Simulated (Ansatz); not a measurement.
Mulliken charges of `C[O][Ge]([F])([F])[SeH]` from PBE/def2-TZVPP in Ansatz (PBE0-D4/def2-TZVP geometry).

| atom | x (Å) | y (Å) | z (Å) | charge (e) |
| --- | --- | --- | --- | --- |
| C1 | -0.038 | -1.543 | 0.479 | -0.143 |
| O2 | 0.855 | -0.445 | 0.381 | -0.306 |
| Ge3 | 0.244 | 1.171 | 0.163 | 0.859 |
| F4 | -0.687 | 1.643 | 1.531 | -0.317 |
| F5 | 1.651 | 2.146 | 0.179 | -0.299 |
| Se6 | -1.105 | 1.532 | -1.685 | -0.198 |
| H7 | -0.598 | -1.517 | 1.418 | 0.113 |
| H8 | -0.746 | -1.569 | -0.357 | 0.096 |
| H9 | 0.566 | -2.450 | 0.453 | 0.111 |
| H10 | -0.059 | 0.980 | -2.559 | 0.085 |

**Question.** By hand: the dipole of these point charges (1 e Å = 4.8032 D).

**Answer.** Σ q r = (-0.185, -0.614, -0.292) e Å, of length 0.705 e Å = 3.39 D.

**Question.** How does the dipole of the full density compare? (Best estimate.)

**Answer.** Ansatz gave: (-0.260, -0.433, -0.380) e Å, 3.04 D; the point charges give 1.12 times that, at 17° from its direction.

Point charges leave out the atoms' own dipoles, such as those of lone pairs, and Mulliken's split depends on the basis, so the close match here is no proof of good charges.
